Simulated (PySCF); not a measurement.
CH5NbO2S, SMILES [CH3][Nb]([OH])([OH])=[S], multiplicity 1.

Geometry: B3LYP-D3(BJ)/def2-SVP. The multiplicity is an assumed one; no other spin state was optimised. The structure was generated by enumeration; whether it is a known compound was not checked. The def2 effective core potentials stand for the cores of Nb; spin–orbit coupling is left out. The values are those of a single conformer.

The numbers are results of CAM-B3LYP/def2-TZVP run with PySCF, not measurements.

Symmetry labels are those of the subgroup Cs that the program uses (full group Cs).

Task: List the valence orbital energies around the gap with their symmetry. (An estimate is asked for; the answer gives what the named calculation found.)

Result: 
| orbital | symmetry | energy (eV) |
|---|---|---|
| HOMO−7 | A' | -12.69 |
| HOMO−6 | A" | -11.96 |
| HOMO−5 | A' | -11.78 |
| HOMO−4 | A" | -11.22 |
| HOMO−3 | A' | -9.90 |
| HOMO−2 | A' | -9.67 |
| HOMO−1 | A" | -8.82 |
| HOMO | A' | -8.80 |
| LUMO | A" | -0.66 |
| LUMO+1 | A' | -0.63 |
| LUMO+2 | A' | 0.41 |
| LUMO+3 | A" | 0.46 |
